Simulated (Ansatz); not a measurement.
Molecule: Ga₂O (charge +1, doublet). 
Geometry from a B3LYP-D3(BJ)/def2-TZVP (Ansatz, an electronic-structure program) optimisation:
```xyz
3

Ga     0.0000     0.0000    -1.8075
O      0.0000     0.0000     0.0000
Ga     0.0000     0.0000     1.8075
```
Charge +1, spin multiplicity 2.

Basis-set convergence of Hartree-Fock and CCSD(T) correlation energies (hartree) with Ansatz. Valence correlation only, unless marked. UHF or UKS for open shells. Spin-orbit coupling is left out. Frozen are the shells of the preceding noble gas and the d and f shells that filled before the atom's block. No relativistic terms.

| basis | functions | E(HF) | E(corr, CCSD(T)) |
|---|---|---|---|
| cc-pVDZ | 68 | -3921.10409 | -0.28521 |
| cc-pVTZ | 116 | -3921.26971 | -0.34882 |
| cc-pVQZ | 191 | -3921.28168 | -0.37150 |

Extrapolating the two largest sets (X = 3 and 4) as X^-3: E(corr) = (64·(-0.37150) - 27·(-0.34882))/37 = -0.3881 Eh, an estimate of the basis-set limit. The largest set recovers 95.7 % of it, the smallest 73.5 %.
